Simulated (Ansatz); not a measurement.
Ga(Me)(NH2)2 (CH7GaN2), SMILES [CH3][Ga]([NH2])[NH2].

Geometry optimised at TPSSh-D3(BJ)/def2-SVP. The structure was generated by enumeration; whether it is a known compound was not checked. The values are those of a single conformer.

Two levels are set side by side: PBE/def2-SVPD (Ansatz, a first-principles code) and CAM-B3LYP/def2-SVPD (Ansatz). Energy differences of separate SCF runs at the same geometry; the states with an electron removed or added have multiplicity 2 and 2. Differences are taken from unrounded values.

```
quantity                           CAM-B3LYP   PBE  PBE minus CAM-B3LYP
---------------------------------  ---------  ----  -------------------
vertical ionisation energy (eV)         8.96  8.40                -0.56
vertical singlet–triplet gap (eV)       5.40  4.62                -0.78
```
